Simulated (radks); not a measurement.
Values are calculated unless marked as measured or tabulated.
Task: Numerical settings for the iron ion Fe3+, [Ar] 3d5. Level of theory: scalar-relativistic Kohn-Sham, BLYP, spin-polarised, spherical densities, point nucleus; open shells are filled with parallel spins first (a radial shooting solver on a logarithmic mesh with Libxc functionals). The defaults (mesh step 0.008 in ln r, mesh end at 40 bohr or more with all orbitals vanishing there, Anderson mixing 0.5 over 9 steps, residual threshold near 1e-9 with the energy settled to 1e-9 hartree or 1e-11 of itself, here a cap of 92 iterations) give E = -1270.8398 hartree and 3d at -44.986 eV in 15 iterations. Run on one thread of a shared host, so times are rough (Arm Neoverse N1): 0.19 s of CPU time, 0.19 s wall, 15 iterations on 2476 mesh points. One setting is changed at a time: mesh step in ln r 0.005; mesh step in ln r 0.2; mesh step in ln r 0.05; mesh end (bohr) 8; mesh end (bohr) 20; residual threshold 0.001; residual threshold 0.01; mixing 1.5; linear mixing, mixing 0.2; linear mixing, mixing 0.05; mixing history 3; iteration cap 2. Which runs fail to converge, and which converge to a wrong energy?

Result: Not converged within the cap: mesh step in ln r 0.2; linear mixing, mixing 0.05; iteration cap 2. No run marked as converged misses the energy by more than 1 mhartree.
